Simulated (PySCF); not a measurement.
## Electron correlation in Cd (cadmium, neutral)

[Kr] 4d10 5s2, closed-shell 1S. Computed with PySCF 2.14 in cc-pVDZ-PP with ECP28MDF (4s4p3d1f, 38 functions), with scalar relativity through the core potential. Frozen: 4s2 4p6; 12 electrons correlated.

MP2 pair energies summed by pair of shells (mhartree):

| pair | energy | share (%) |
| --- | --- | --- |
| 4d-4d | -263.54 | 78.8 |
| 4d-5s | -51.39 | 15.4 |
| 5s-5s | -19.70 | 5.9 |

Total MP2 correlation energy: -334.63 mhartree.

Same-spin part -120.42 and opposite-spin part -214.21 mhartree; SCS-MP2 scales them by 1/3 and 6/5 to -297.20 mhartree.

```tsv
level	correlation energy (mhartree)
CCSD	-322.83
(T)	-5.79
CCSD(T)	-328.62
```

Diagnostics: T1 = 0.0086, D1 = 0.0285, largest double amplitude 0.082.

Task: Is a single reference adequate?

Result: Mostly. T1 lies below 0.03, but a double amplitude of this size points to a near-degeneracy that CCSD handles and MP2 describes poorly.
